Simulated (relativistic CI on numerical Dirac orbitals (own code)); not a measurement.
## How well does a small relativistic CI reproduce La V?

Calculated at this level of theory: Dirac-Coulomb-Breit CI, orbitals from a KLI potential per configuration, model QED (radiative potential, 1s self-energy scaled to tabulated hydrogen-like ionisation energies), valence Slater integrals scaled by 0.85, P86 correlation estimate, and configurations built on the next ion tied to the tabulated ionisation energy (semi-empirical) (own radial code, finite nucleus).

Configurations in the expansion (outside the closed core [Kr] 4d10): 5s2 5p5, 5s2 5p4 5d, 5s2 5p4 6s, 5s2 5p4 6p, 5s2 5p4 6d, 5s2 5p4 7s, 5s2 5p4 5f, 5s2 5p4 6f, 5s 5p6, 5s2 5p3 4f2, 5s2 5p4 4f, 5s2 5p3 5d2, 5s 5p5 5d, 5s2 5p4 5g, 5s2 5p3 4f 5d, 5p5 4f2, 5s 5p5 5f, 5s 5p5 4f, 5s2 5p3 5f2, 5p5 5d2, 5s 5p5 5g, 5s 5p4 4f2, 5s2 5p3 4f 5f, 5s2 5p4 7p. Levels of other configurations are missing.

```tsv
Configuration	Term (tabulated)	J	Measured (cm⁻¹)	Computed	Error	Purity (%)
5s2 5p5	2P°	3/2	0.0	0	0	97
5s 5p6	2S	1/2	142970.1	149339	6369	57
5s2 5p4 5d	4D	5/2	166600.9	162171	-4430	75
5s2 5p4 5d	4D	3/2	167307.9	162896	-4412	65
5s2 5p4 5d	4P	1/2	183552.0	181456	-2096	71
5s2 5p4 5d	4F	5/2	187535.0	183304	-4231	79
5s2 5p4 5d	4F	3/2	188299.0	184272	-4027	64
5s2 5p4 5d	2F	5/2	200771.0	197378	-3393	75
5s2 5p4 5d	2F	5/2	207398.0	204101	-3297	61
```

Measured levels from Martin, Zalubas and Hagan, Atomic Energy Levels: The Rare-Earth Elements, NSRDS-NBS 60 (1978); pairs were made by configuration, J and term (by order where the table uses no LS term), so strongly mixed levels may be paired wrongly.

Mean error by configuration (cm⁻¹): 5s 5p6 6369; 5s2 5p4 5d -3698. Over the excited levels the mean absolute error is 4032 cm⁻¹ (8 of the 23 excited levels that our extract of the source holds in range could be paired, and the others can miss by more), and the median relative error of those above 1,000 cm⁻¹ is 2.2 %. Some levels of the ground configuration have no partner.
